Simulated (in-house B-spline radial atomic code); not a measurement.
# Ionising Ca IX (Ca8+) with different functionals

Computed with a radial B-spline atomic code at the basis-set limit: four-component Dirac-Coulomb Hamiltonian, Fermi nucleus of rms radius 3.4776 fm, spin-restricted, spherical fractional occupations for the functionals. The ionisation energy is the difference of two self-consistent energies, [Ne] 3s2 → [Ne] 3s1, without Breit or QED terms; ε is the level of the shell that loses the electron (mean over j).

Hybrids are left out here: with spherical fractional occupations of an open shell their exact exchange keeps a self-interaction that integer-occupation calculations don't have.

```
           method  rung  ΔSCF (eV)  -ε(3s) (eV)
         LDA VWN5   LDA     189.74       178.81
 relativistic LDA   LDA     189.63       178.71
         LDA PW92   LDA     189.73       178.80
LDA exchange-only   LDA     187.98       177.02
              PBE   GGA     189.57       178.70
           PBEsol   GGA     189.36       178.56
             BLYP   GGA          ?            ?
             RPBE   GGA     189.31       178.56
             PW91   GGA     189.74       178.88
             BP86   GGA     189.73       178.91
             AM05   GGA     189.25       178.48
             OLYP   GGA          ?            ?
```

Q: What does BLYP give?

A: ΔSCF 189.75 eV, and -ε(3s) = 178.78 eV.

Q: What does OLYP give?

A: ΔSCF 189.04 eV, and -ε(3s) = 178.50 eV.

Q: How do they compare with the NIST value?

A: NIST lists 188.54 eV ± 0.06 (semi-empirical, ground level to ground level). Errors run from -0.56 to +1.21 eV; OLYP is closest (+0.50 eV), but part of that can be cancellation, since the calculations leave out Breit-QED terms, spin polarisation, the near-degeneracy of s² and p².
